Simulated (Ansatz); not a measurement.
# Scan of the Al1–H5 bond length

AlH5Se (SMILES [AlH3-][SeH2+]), singlet, at its PBE0-D4/def2-TZVP minimum:

```csv
atom,x (Å),y (Å),z (Å)
Al1,-0.7442,-0.5920,-0.6606
Se2,0.8049,0.3188,1.3110
H3,-0.1209,-2.0612,-0.6571
H4,-2.1146,-0.3363,0.1164
H5,-0.3174,0.4204,-1.8172
H6,2.0449,0.4362,0.5319
H7,0.5084,1.7462,1.1299
```

The bond length Al1–H5 (1.595 Å at the minimum) is set to the values below, the two halves moving rigidly along the bond. Each method's energies count from its own value at the PBE0-D4 minimum structure. Ansatz 0.2.0; basis: def2-TZVPP; cores frozen in the correlated methods. Filled d shells of the heavier atoms are correlated. The def2 sets are not built for correlating such inner shells, so the correlated values are less sure here. B3LYP uses VWN-RPA correlation.

CCSD(T) energies along the scan:
| bond length (Å) | CCSD(T) (kJ/mol) |
| --- | --- |
| 1.372 | 40.6 |
| 1.419 | 23.3 |
| 1.488 | 7.5 |
| 1.568 | 0.3 |
| 1.657 | 2.5 |
| 1.753 | 13.3 |
| 1.855 | 31.1 |
| 1.962 | 54.2 |
| 2.074 | 80.9 |
They count from the CCSD(T) energy at the PBE0-D4 minimum.

Minimum and curvature along this coordinate at CCSD(T): A fifth-order fit through the nearest points gives 1.590 Å, with a curvature of about 13 eV/Å².

Treat the two halves as rigid bodies and work out the harmonic wavenumber of this stretch from that curvature (ν̃ = 521.5 √(k/μ) cm⁻¹ with k in eV/Å² and μ in u).

The halves weigh 109.97 and 1.01 u, so μ = 109.97 × 1.01/110.98 = 1.001 u and ν̃ = 521.5 √(13/1.001) ≈ 1900 cm⁻¹. A true normal mode mixes in other motions, so this is a guide only.

Largest difference from the CCSD(T) curve over the scan: PBE-D4 9.5; B3LYP-D4 1.9; wB97M-V 3.7; HF 6.6 kJ/mol. Each curve counts from its own value at the minimum.

T1 diagnostic: at most 0.010.

For scale, one of the runs: CCSD(T)/def2-TZVPP, 160 basis functions (an equivalent command: `ansatz run in.yaml --threads 2`). Time: 42 s of wall clock on 2 CPU threads; the host was shared. Peak host memory: 1.1 GiB.
